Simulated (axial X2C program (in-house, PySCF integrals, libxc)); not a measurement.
The numbers below are computed, except where a source is named.
# GeP: input and output

Program: an axial X2C code built on PySCF integrals.

The run was started with this input:
```json
{"zs": [32, 15], "q": 0, "bas": ["dyall-cv3z", "dyall-v3z"], "levels": ["PBE0", "HF", "r2SCAN"], "cc": true, "r0": 2.13, "thr": -1.0, "nmax": 90, "npts": 10, "nst": 2, "ntry": 6}
```
```bash
python so2c.py task.json out
```

Keys: zs atomic numbers; q charge; bas basis sets; levels methods; cc coupled cluster on or off; r0 starting distance in Å; thr threshold in hartree for freezing inner shells (an s shell follows its p shell); nmax most natural virtual spinors; npts points on the curve; nst determinants followed; ntry starts of the search. HF also brings MP2.

Output of the HF step, spin-free, at R = 2.150 Å for the state M_S = 1/2, Λ = 1. It starts from PBE0 orbitals of this distance.

```
spin-free X2C-1e  HF
basis functions 154  fitting functions 907  grid points 5077
iter        total energy     max residual
   1      -2438.660643611     2.65e-01
   2      -2438.687668824     7.80e-03
   3      -2438.688909692     5.12e-03
   4      -2438.689293759     2.37e-03
   5      -2438.689644318     2.78e-03
   6      -2438.690041198     2.77e-03
   7      -2438.690345228     2.92e-03
   8      -2438.690818176     2.88e-03
   9      -2438.691943220     2.62e-03
  10      -2438.693532960     1.61e-03
  11      -2438.692156018     3.07e-03
  12      -2438.693649570     6.88e-04
  13      -2438.693705406     4.86e-04
  14      -2438.693723981     2.50e-04
  15      -2438.693728080     1.32e-04
  16      -2438.693729641     4.12e-05
  17      -2438.693729772     1.79e-05
  18      -2438.693729806     2.09e-06
  19      -2438.693729806     5.99e-07
converged
one-electron -3631.54399015  Coulomb 1176.04385197  exact exchange -101.33548058  xc functional 0.00000000  nuclear repulsion 118.14188895
correlated 9  virtual 205  natural virtual 90  E(MP2) -0.189593887  MP2 remainder -0.004044606
iter   CCSD correlation   residual
   1     -0.206251349   1.42e-01
   2     -0.216698095   7.49e-02
   3     -0.220035801   4.59e-02
   4     -0.223084582   3.09e-02
   5     -0.223948016   1.31e-02
   6     -0.224321528   4.29e-03
   7     -0.224359850   1.69e-03
   8     -0.224355757   8.46e-04
   9     -0.224354957   4.67e-04
  10     -0.224352745   2.04e-04
  11     -0.224354095   7.73e-05
  12     -0.224354437   2.70e-05
  13     -0.224354723   1.19e-05
  14     -0.224354980   5.29e-06
  15     -0.224355202   3.27e-06
  16     -0.224355370   1.84e-06
  17     -0.224355433   8.97e-07
  18     -0.224355460   4.37e-07
  19     -0.224355468   2.30e-07
(T) -0.013826274  T1 0.1031  D1 0.2364  max T2 0.114
```
Energies are in hartree; totals compare only within one Hamiltonian and basis. T1 is large, a sign of multireference character or of a spin-contaminated reference. Where the energy jumps back up, the SCF was restarted by another method. T1 in the output is the amplitude norm over the root of the electron number; divide by √2 for the Lee–Taylor value. The determinant is spin-polarised beyond a pure state at some levels (its spin-free form has ⟨S²⟩ too high), which makes Re and μ there less reliable.
